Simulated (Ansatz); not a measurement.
InH2Et (C2H7In). Total charge 0; singlet. Geometry r2SCAN-D4/def2-SVP.

```tsv
atom	x (Å)	y (Å)	z (Å)
C1	-0.606	-0.228	0.281
C2	-0.403	1.283	0.345
In3	1.008	-1.361	-0.657
H4	2.407	-0.537	-1.282
H5	0.910	-3.092	-0.797
H6	-0.744	-0.657	1.290
H7	-1.530	-0.485	-0.269
H8	-1.254	1.794	0.832
H9	0.502	1.555	0.914
H10	-0.291	1.729	-0.657
```

In the def2 sets In takes a core potential; there is no spin–orbit coupling. Another isomer (singlet) lies 0.35 eV lower at PBE0-D4/def2-TZVP; other spin states weren't run for this one.

Task: Estimate the orbital energies around the gap (eV) in Ansatz with PBE-D4/def2-SVP, PBE-D4/def2-TZVP, r2SCAN-D4/def2-TZVP, PBE0-D4/def2-TZVP, ωB97X-V/def2-TZVP.

Result: 
```
orbital  PBE-D4/def2-SVP  PBE-D4/def2-TZVP  r2SCAN-D4/def2-TZVP  PBE0-D4/def2-TZVP  ωB97X-V/def2-TZVP
 HOMO−5           -10.39            -10.45               -10.81             -11.94             -14.65
 HOMO−4            -9.49             -9.55                -9.90             -10.98             -13.58
 HOMO−3            -8.79             -8.86                -9.17             -10.28             -12.77
 HOMO−2            -8.09             -8.19                -8.50              -9.59             -12.08
 HOMO−1            -6.63             -6.69                -6.99              -7.87             -10.26
   HOMO            -5.92             -5.97                -6.17              -7.07              -9.34
   LUMO            -2.24             -2.29                -1.98              -1.56               0.17
 LUMO+1            -0.31             -0.59                -0.19               0.21               1.90
 LUMO+2             0.89              0.46                 1.06               1.22               2.55
 LUMO+3             1.23              0.68                 1.52               1.25               2.93
 LUMO+4             1.91              1.14                 2.11               1.74               3.40
 LUMO+5             2.50              1.45                 2.23               2.04               3.41
```
